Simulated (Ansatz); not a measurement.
Species: Au$_{2}$, charge 0, singlet. Au2 (SMILES [Au][Au]).
B3LYP-D3(BJ)/def2-TZVP minimum from Ansatz (a quantum-chemistry and plane-wave program):
```
Au
Au 1 2.5537
```
Charge 0, spin multiplicity 1.

Atomisation energy term by term, kcal/mol (programs: Ansatz). Radicals and triplets start from unrestricted determinants; spin-orbit coupling is neglected. Cores are frozen in correlated methods (noble-gas shells, and filled d and f shells in the p block). Past Kr the def2 sets carry scalar-relativistic core potentials. CBS(X,Y): correlation extrapolated as X^-3, Hartree-Fock from the larger set. A bracket is a step between two methods taken in the basis named.

```csv
term,basis,kcal/mol
Hartree-Fock,def2-QZVPP,18.16
CCSD correlation,"CBS(def2-TZVPP,def2-QZVPP)",27.05
(T),"CBS(def2-TZVPP,def2-QZVPP)",5.06
CCSDT(Q) - CCSD(T),def2-TZVPP,-0.05
sum: De,,50.2
```

The step beyond CCSD(T) by other levels: CCSDT(Q) in def2-SVP 0.13 kcal/mol.
